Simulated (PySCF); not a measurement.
**A small calculation by hand: dipole moment from atomic charges**

Mg(SeH)(GeH3) (GeH4MgSe), SMILES [GeH3][Mg][SeH]. Atoms are numbered in the order given.

```xyz
7

Mg    -0.0088    -0.0788     0.0000
Se    -0.0408    -2.5314     0.0000
H      1.4477    -2.5064     0.0000
Ge     0.0009     2.5049     0.0000
H     -0.7106     3.1260    -1.2408
H      1.4372     3.1128     0.0000
H     -0.7106     3.1260     1.2408
```
Charge 0, spin multiplicity 1.

The structure is a stationary point at PBE-D3(BJ)/def2-SVP. The structure was generated by enumeration; whether it is a known compound was not checked. One conformer was computed; it need not be the lowest.

Charges (e) from PBE/def2-TZVPD (PySCF):

| atom | IAO | ESP fit |
|---|---|---|
| Mg1 | 1.259 | 0.575 |
| Se2 | -0.764 | -0.407 |
| H3 | 0.056 | 0.084 |
| Ge4 | -0.403 | -0.210 |
| H5 | -0.049 | -0.009 |
| H6 | -0.049 | -0.023 |
| H7 | -0.049 | -0.009 |

The dipole moment of the full density is 0.63 D.

Q: What dipole moment does each set of point charges give, and which comes closer to that of the density?

A: 
μ = Σ q r, and 1 e Å = 4.8032 D.
IAO: Σ q r = (0.100, 0.226, 0.000) e Å, |μ| = 1.19 D.
ESP fit: Σ q r = (0.113, 0.121, 0.000) e Å, |μ| = 0.79 D.
ESP fit comes closer in size. Point charges leave out the atoms' own dipoles (lone pairs, polarised bonds); fits to the potential absorb them, partitions of the density don't.
